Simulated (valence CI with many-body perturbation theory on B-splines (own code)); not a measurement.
# A CI+MBPT run for Co11+

Calculated by configuration interaction combined with many-body perturbation theory (CI+MBPT): six valence electrons over a frozen Dirac-Fock core [Ne], radial functions for each j: 9 s, 9 p, 8 d, 6 f, 3 g, 1 h, with the one-electron correlation potential Σ1 (screened to all orders), the two-electron term Σ2, the three-electron term Σ3, Breit, model QED; selected single and double excitations, second order for the rest, scaled by the run's own slope (own B-spline code, finite nucleus).

Command, and the settings that its task file holds:

```sh
python run_cv.py task.json out
```

```
atom Co  Z=27  mass_number=59  rms_radius_fm=3.7875
core [Ne]
valence 3s2 3p4
avg = 1
basis = M
breit = 1
cap = 60000
capref = 1200
cscale = 1
de = 0.0
dress = 0
eps = 2e-08
extrap = 1
h = 0.27
hh = 1
l2 = 3
lcore = 6
maxit = 60
n2 = 5
natural = 1
nlev = 35
nno = [5, 5, 5, 4, 2, 1]
nroot = 26
nsp = [4, 4, 3, 2, 1, 0]
pt2 = 1
qed = 1
rpa = 1
s1 = 1
s2 = 1
s3 = 1
screen = 1
tol = 2e-05
whole = 1
```

It took 17 min on 1 thread of Intel(R) Xeon(R) Processor @ 2.30GHz, with other jobs on the host.

Log. The first blocks belong to the next ion, which gives the ionisation energy. Fields: 2J, parity (1 odd), roots, reference size, generating configurations, candidates as configurations/state functions, variational space P, stored matrix elements, Davidson steps; e2 is the range of second-order energies in hartree. The first line gives the box (bohr), its intervals, the orbitals and the steps of their self-consistent field. Window is the range of levels sought, series limit the energy at which the first omitted orbital would enter, core excitation an estimate of the first excitation out of the core, left out the lowest levels not solved, and shifts from estimates the range by which levels moved from their first estimate, all in cm⁻¹.

```
rmax 9.6 intervals 62 orbitals 63 references ['3s2 3p4', '3s 3p5', '3s2 3p3 3d', '3p6', '3s 3p4 3d'] scf 7 t 1.8
2J=3 par=1 roots 2 ref 34 generators 13 cand 1626/5961 P 1642/5995 nnz 4.3e+06 it 6
2J=3 par=1 roots 2 ref 34 generators 27 cand 4513/23970 P 6155/29965 nnz 6.3e+07 it 6
   second order: generators 50 cand 73493/883621 e2 -0.00065 -0.00050
reference levels 519, estimated 73, window 566332 1/cm; series limit 2233079, core excitation 6285298
2J=4 par=0 roots 3 ref 47 generators 24 cand 1694/9403 P 2189/11913 nnz 1.3e+07 it 7
2J=4 par=0 roots 3 ref 47 generators 34 cand 4298/41233 P 6487/53146 nnz 1.7e+08 it 12
   second order: generators 68 cand 131782/4296995 e2 -0.00877 -0.00133
2J=2 par=0 roots 2 ref 32 generators 18 cand 1765/9176 P 2261/11707 nnz 1.2e+07 it 6
2J=2 par=0 roots 2 ref 32 generators 29 cand 5800/44995 P 8061/56702 nnz 1.7e+08 it 10
   second order: generators 55 cand 124632/2999649 e2 -0.00508 -0.00099
2J=0 par=0 roots 3 ref 19 generators 23 cand 3854/9497 P 5134/11978 nnz 8.5e+06 it 6
2J=0 par=0 roots 3 ref 19 generators 33 cand 10558/45844 P 15692/57822 nnz 1.2e+08 it 8
   second order: generators 65 cand 101822/742367 e2 -0.00064 -0.00023
2J=4 par=1 roots 10 ref 85 generators 26 cand 1442/9407 P 1889/11983 nnz 1.2e+07 it 11
2J=4 par=1 roots 10 ref 85 generators 45 cand 4680/45174 P 6569/57157 nnz 1.8e+08 it 11
   second order: generators 102 cand 184673/6907160 e2 -0.00698 -0.00476
2J=2 par=1 roots 10 ref 69 generators 27 cand 1846/9522 P 2444/11997 nnz 1.1e+07 it 8
2J=2 par=1 roots 10 ref 69 generators 44 cand 6173/47986 P 8617/59983 nnz 1.8e+08 it 10
   second order: generators 116 cand 190741/4738010 e2 -0.00416 -0.00190
2J=0 par=1 roots 5 ref 26 generators 17 cand 3403/9478 P 4585/11992 nnz 8.1e+06 it 9
2J=0 par=1 roots 5 ref 26 generators 34 cand 11677/48015 P 16262/60007 nnz 1.3e+08 it 10
   second order: generators 83 cand 160321/1450990 e2 -0.00079 -0.00033
2J=6 par=1 roots 9 ref 75 generators 25 cand 1441/9444 P 1885/11997 nnz 1.2e+07 it 11
2J=6 par=1 roots 9 ref 75 generators 44 cand 3948/43462 P 5833/55459 nnz 1.8e+08 it 12
   second order: generators 98 cand 182219/7947551 e2 -0.00765 -0.00555
2J=8 par=1 roots 5 ref 51 generators 16 cand 1648/9395 P 2142/11951 nnz 1.2e+07 it 10
2J=8 par=1 roots 5 ref 51 generators 31 cand 3930/43560 P 6072/55511 nnz 1.9e+08 it 10
   second order: generators 78 cand 160100/7561642 e2 -0.00559 -0.00460
2J=10 par=1 roots 1 ref 27 generators 8 cand 1950/9723 P 2708/12441 nnz 1.2e+07 it 5
2J=10 par=1 roots 1 ref 27 generators 16 cand 4394/47329 P 7102/59770 nnz 2.2e+08 it 6
   second order: generators 42 cand 114709/5054387 e2 -0.00304 -0.00304
left out: unestimated 813383, estimated 622424, shifts from estimates -137 to 473
operators 0.7
```

The Davidson iterations converged.

No measured levels were compared; by estimate levels of excited configurations hold to 0.05 to 0.15 % of their energy, terms of the ground configuration to about 0.5 %. Among the levels kept, up to 1500 cm⁻¹ of a level comes from second order outside the variational space, and about a tenth of that is noise between levels of different J, which matters for small intervals.

- Valence energy: -96.36384 hartree
- Ionisation energy: 336.47 eV (NIST: 336.1 ± 0.4 eV (semi-empirical))
- Reference configurations for the orbitals: 3s2 3p4, 3s 3p5, 3s2 3p3 3d, 3p6, 3s 3p4 3d
- Radial orbitals: 63
- Box radius: 9.551 bohr
- Largest variational space: 60007
- Lowest levels: 3s2 3p4 3P_2 0, 3s2 3p4 3P_1 15809, 3s2 3p4 3P_0 17104, 3s2 3p4 1D_2 42297, 3s2 3p4 1S_0 89199, 3s 3p5 3P°_2 306430, 3s 3p5 3P°_1 318080, 3s 3p5 3P°_0 325630, 3s 3p5 1P°_1 391030, 3s2 3p3 3d 5D°_0 417160, 3s2 3p3 3d 5D°_1 417420, 3s2 3p3 3d 5D°_2 417660, 3s2 3p3 3d 5D°_3 418030, 3s2 3p3 3d 5D°_4 419330 cm⁻¹

Names give the largest LS component (configuration and term), which can be under half, so a name can repeat, a term be missing and a line seem to break the LS rules; names also repeat where a configuration has a term twice.
